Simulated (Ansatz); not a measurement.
disilinane (C4H12Si2), SMILES C1[SiH2][SiH2]CCC1.

Geometry optimised at TPSSh-D3(BJ)/def2-SVP. Other conformers were not sampled.

Two levels are set side by side: PBE/def2-SVPD (Ansatz, an electronic-structure program) and CAM-B3LYP/def2-SVPD (Ansatz). Energy differences of separate SCF runs at the same geometry; the states with an electron removed or added have multiplicity 2 and 2. Differences are taken from unrounded values.

| quantity | CAM-B3LYP | PBE | PBE minus CAM-B3LYP |
|---|---|---|---|
| vertical ionisation energy (eV) | 9.39 | 8.92 | -0.47 |
| vertical singlet–triplet gap (eV) | 6.17 | 5.52 | -0.65 |
